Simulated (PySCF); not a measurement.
# SMILES O=C[C@@H]1C[SiH2][Si@H]1[SiH3], C3H10OSi3

Cartesian coordinates in Å; atom numbers follow the order of the lines, from 1:
```xyz
17

O    -0.0742    1.3306    2.5730
C    -0.7967    0.6975    1.8346
C    -0.6891    0.6471    0.3854
C    -1.8832    0.1152   -0.4137
Si   -1.0187   -1.0996   -1.6271
Si    0.6882   -0.7122   -0.0457
Si    2.8032    0.2370   -0.1089
H    -1.5669    0.0149    2.2570
H    -0.3302    1.6037    0.0029
H    -2.5657   -0.4158    0.2522
H    -2.4578    0.9200   -0.8702
H    -0.8530   -0.5256   -2.9691
H    -1.7509   -2.3598   -1.8081
H     0.6101   -1.7472    1.0115
H     2.8494    1.3093   -1.1089
H     3.7598   -0.7897   -0.5371
H     3.2686    0.7866    1.1624
```

Theory: TDDFT wB97X-D/def2-SVPD circular dichroism and optical rotation, one conformer, gas phase in PySCF 2.14.0. Geometry: GFN2-xTB.

The molecule is flexible and this is one conformer; a measurement averages over conformers.

Q: Draw the ECD and absorption spectra from the lowest 8 states, each a Gaussian of half-width 0.2 eV at 1/e height.

A: 
| E (eV) | λ (nm) | Δε (L mol⁻¹ cm⁻¹) | ε (L mol⁻¹ cm⁻¹) |
| --- | --- | --- | --- |
| 3.81 | 325 | +0.03 | 0.65 |
| 3.96 | 313 | +0.82 | 15.8 |
| 4.11 | 302 | +6.46 | 124 |
| 4.26 | 291 | +16.50 | 316 |
| 4.41 | 281 | +13.68 | 262 |
| 4.56 | 272 | +3.68 | 70.6 |
| 4.71 | 263 | +0.32 | 6.17 |
| 4.86 | 255 | +0.01 | 0.175 |
| 5.01 | 248 | 0.00 | 0 |
| 5.16 | 240 | -0.01 | 0.232 |
| 5.31 | 234 | -0.12 | 4.01 |
| 5.46 | 227 | -0.65 | 34.4 |
| 5.61 | 221 | -1.58 | 411 |
| 5.76 | 215 | -4.69 | 3480 |
| 5.91 | 210 | -11.30 | 12100 |
| 6.06 | 205 | -3.14 | 21200 |
| 6.21 | 200 | +26.09 | 24400 |
| 6.36 | 195 | +28.09 | 16700 |
| 6.51 | 190 | -19.85 | 8830 |

Δε uses R in velocity form, ε uses f in length form. Only the states computed contribute, so the short-wavelength end is incomplete.
